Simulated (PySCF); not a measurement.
C₃H₇AlO.

```xyz
12

Al    -0.4209    -0.0775     0.0000
H     -2.0071    -0.1085     0.0000
C      0.5921    -1.7262     0.0000
C     -0.0724    -2.8940     0.0000
H      1.6897    -1.7756     0.0000
H      0.4339    -3.8692     0.0000
H     -1.1708    -2.9367     0.0000
O      0.3935     1.4146     0.0000
C      0.0577     2.7696     0.0000
H      0.4750     3.2730    -0.8907
H      0.4750     3.2730     0.8907
H     -1.0369     2.9386     0.0000
```

Geometry: ωB97X-D3(BJ)/def2-SVP. The structure was generated by enumeration; whether it is a known compound was not checked. One conformer was computed; it need not be the lowest.

Computed with HF/pcSseg-1 (PySCF). Non-relativistic, no solvent.

Computed absolute GIAO shielding of each atom: isotropic value and principal components (ppm):
| atom | σ(iso) | σ11 | σ22 | σ33 | span |
|---|---|---|---|---|---|
| Al1 | 432.6 | 388.4 | 416.6 | 492.8 | 104.4 |
| H2 | 27.6 | 24.4 | 26.2 | 32.0 | 7.6 |
| C3 | 43.5 | -92.1 | 31.0 | 191.7 | 283.8 |
| C4 | 34.5 | -124.7 | 55.9 | 172.3 | 297.0 |
| H5 | 25.3 | 22.7 | 25.1 | 28.2 | 5.5 |
| H6 | 25.0 | 21.3 | 24.2 | 29.4 | 8.1 |
| H7 | 25.3 | 21.2 | 24.9 | 29.8 | 8.6 |
| O8 | 316.8 | 214.7 | 358.1 | 377.7 | 163.1 |
| C9 | 141.5 | 116.6 | 121.9 | 185.9 | 69.3 |
| H10 | 28.0 | 23.7 | 25.9 | 34.4 | 10.8 |
| H11 | 28.0 | 23.7 | 25.9 | 34.4 | 10.8 |
| H12 | 28.1 | 24.0 | 26.5 | 33.8 | 9.8 |
